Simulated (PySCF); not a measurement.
## Diatomic cations of B with group 13

r²SCAN with double-zeta basis sets in PySCF, for the lowest determinant that a PBE0 search found; no spin–orbit coupling. De refers to high-spin ground-configuration atoms (the charge goes to the atom of lower measured ionisation energy or higher electron affinity, which is not always the lowest computed limit). A positive dipole points towards B; it is taken about the centre of mass and depends on that origin.

```csv
M,basis,charged atom,state (unpaired electrons),Re (Å),ωe (cm⁻¹),De (eV),μ (D)
B,"6-31G(d,p)",B+,doublet (σ ↑),2.183,391,2.55,n/a
Al,aug-cc-pV(D+d)Z/aug-cc-pVDZ,Al+,doublet (σ ↑),2.753,234,0.97,0.49
Ga,x2c-SVPall,Ga+,doublet (σ ↑),2.735,218,0.94,2.50
In,def2-SVP,In+,doublet (σ ↑),2.973,192,0.73,2.78
Tl,aug-cc-pVDZ-PP/aug-cc-pVDZ,Tl+,doublet (σ ↑),3.082,176,n/a,3.05
```

The shortest bond is that of B₂⁺ (2.183 Å), the longest that of TlB⁺ (3.082 Å).

The rows differ in basis set, which adds steps of its own.

Down a group the atoms grow and get heavier, so bonds lengthen and wavenumbers fall; the exceptions here are the shorter bond at Ga.

Spin–orbit coupling is left out, which matters for elements this heavy, above all for dissociation energies. For an ion De counts to the pair picked by the measured ionisation energies or electron affinities, which need not be the lowest pair at this level. States were picked by a PBE0 search and need not be the measured ground states.
